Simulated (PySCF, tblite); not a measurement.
Compound: C5H13F3Si2.
Cartesian coordinates in Å at the GFN2-xTB level; atoms count from 1:
```
atom  x, y, z in Å
C1     3.0596    0.2740    0.5572
Si2    1.9393    1.1089   -0.7313
Si3   -0.0797   -0.0380   -0.8960
C4    -1.2944    0.1359    0.5771
C5    -1.6722    1.6019    0.7794
C6    -2.5559   -0.7129    0.4010
C7     0.3820   -1.9430   -0.9217
F8    -0.5816   -2.7474   -1.4088
F9     0.6877   -2.4258    0.3037
F10    1.4756   -2.1774   -1.6857
H11    2.6039    0.2732    1.5440
H12    3.2564   -0.7604    0.2883
H13    4.0177    0.7795    0.6383
H14    1.6930    2.5017   -0.3250
H15    2.6414    1.1584   -2.0197
H16   -0.8460    0.0633   -2.1497
H17   -0.7905   -0.2049    1.4900
H18   -0.7899    2.2142    0.9499
H19   -2.1892    1.9864   -0.0967
H20   -2.3343    1.7098    1.6366
H21   -3.1026   -0.4092   -0.4891
H22   -3.2141   -0.5933    1.2603
H23   -2.3110   -1.7678    0.3081
```

Computed with PBE0/pcSseg-1 in PySCF (dipole) on a GFN2-xTB geometry, gas phase.

Masses are those of the commonest isotopes; rigid-rotor values at the optimised geometry. The values belong to one conformer with, in the numbering `[CH3:1][SiH2:2][Si@H:3]([CH:4]([CH3:5])[CH3:6])[C:7]([F:8])([F:9])[F:10]`, C1–Si2–Si3–C4 72°, Si2–Si3–C4–C5 60°.

(1) Give the principal moments of inertia and the rotational constants in GHz.

(2) What kind of rotor is it?

(3) Is it planar, by Δ = Ic − Ia − Ib?

(4) Give the other two planar moments, Paa and Pbb, and the rms extents of the mass along the axes.

(5) List the rotational levels J(Ka,Kc) to J = 5 (cm⁻¹).

(6) Which types of transition are allowed, and where do some lines up to J = 3 fall?

(7) Estimate the classical rotational partition function at 100 K, 298.15 K and 500 K.

Answers

(1) Ia = 551.73, Ib = 587.10, Ic = 939.90 u·Å²; 505379 MHz·u·Å²/I gives 916.0, 860.8 and 537.7 MHz, that is A = 0.9160, B = 0.8608, C = 0.5377 GHz.

(2) An asymmetric top. Ray's parameter κ = (2B − A − C)/(A − C) = 0.708; −1 is the prolate and +1 the oblate limit.

(3) Not planar: Δ = Ic − Ia − Ib = -198.93 u·Å². For a rigid frame Δ = −2 Σ m c², so Σ m c² = 99.47 u·Å² lies off the ab plane: 19.77 from hydrogen and 79.70 from heavier atoms. The atom farthest from that plane is 2.03 Å away.

(4) Paa = Σ m a² = (Ib + Ic − Ia)/2 = 487.64 and Pbb = Σ m b² = (Ia + Ic − Ib)/2 = 452.27 u·Å². With the mass M = 186.05 u, the rms extents √(P/M) along a, b and c are 1.62, 1.56, 0.73 Å.

(5) Above 0(0,0):
J = 1: 1(0,1) 0.0466, 1(1,1) 0.0485, 1(1,0) 0.0593
J = 2: 2(0,2) 0.1308, 2(1,2) 0.1310, 2(1,1) 0.1633, 2(2,1) 0.1689, 2(2,0) 0.1780
J = 3: 3(0,3) 0.2502, 3(1,3) 0.2502, 3(1,2) 0.3077, 3(2,2) 0.3088, 3(2,1) 0.3385, 3(3,1) 0.3496, 3(3,0) 0.3567
J = 4: 4(0,4) 0.4053, 4(1,4) 0.4053, 4(1,3) 0.4868, 4(2,3) 0.4869, 4(2,2) 0.5430, 4(3,2) 0.5460, 4(3,1) 0.5724, 4(4,1) 0.5907, 4(4,0) 0.5957
J = 5: 5(0,5) 0.5964, 5(1,5) 0.5964, 5(1,4) 0.7012, 5(2,4) 0.7012, 5(2,3) 0.7822, 5(3,3) 0.7826, 5(3,2) 0.8362, 5(4,2) 0.8429, 5(4,1) 0.8653, 5(5,1) 0.8924, 5(5,0) 0.8957

(6) The dipole components are |μa| = 0.15 D, |μb| = 2.65 D, |μc| = 0.24 D. Intensities carry the squares of the components, which stand as 0.00 : 1.00 : 0.01 (a : b : c). Some lines, for components of 0.1 D or more:

```
type  branch         J(Ka,Kc)   MHz  lower level (cm⁻¹)
   c       Q  3(3,1) ← 3(2,1)   331               0.339
   b       Q  1(1,0) ← 1(0,1)   378               0.047
   b       Q  3(3,0) ← 3(2,1)   544               0.339
   a       Q  3(2,1) ← 3(2,2)   891               0.309
   a       Q  3(1,2) ← 3(1,3)  1726               0.250
   c       R  1(1,0) ← 0(0,0)  1777               0.000
   b       R  2(0,2) ← 1(1,1)  2467               0.048
   a       R  2(1,1) ← 1(1,0)  3120               0.059
   b       R  2(2,1) ← 1(1,0)  3286               0.059
   c       R  2(2,0) ← 1(1,0)  3560               0.059
   b       R  3(0,3) ← 2(1,2)  3573               0.131
   a       R  3(1,3) ← 2(1,2)  3573               0.131
   a       R  3(0,3) ← 2(0,2)  3579               0.131
   b       R  2(2,0) ← 1(1,1)  3883               0.048
   b       R  3(1,2) ← 2(2,1)  4164               0.169
   a       R  3(1,2) ← 2(1,1)  4329               0.163
   a       R  3(2,1) ← 2(2,0)  4812               0.178
   b       R  3(2,1) ← 2(1,2)  6221               0.131
```

(7) Point group C1, symmetry number σ = 1; q = (√π/σ)·√((kT/h)³/(ABC)), k/h = 20836.6 MHz/K: 259000 at 100 K, 1330000 at 298.15 K, 2890000 at 500 K.

Its lowest GFN2-xTB frequency is 14i cm⁻¹, too small to tell a flat minimum from a shallow saddle. Constants of a rigid frame at the computed geometry: no zero-point averaging, no centrifugal distortion. A rigid rotor knows nothing of internal rotation, which can split or shift real lines.
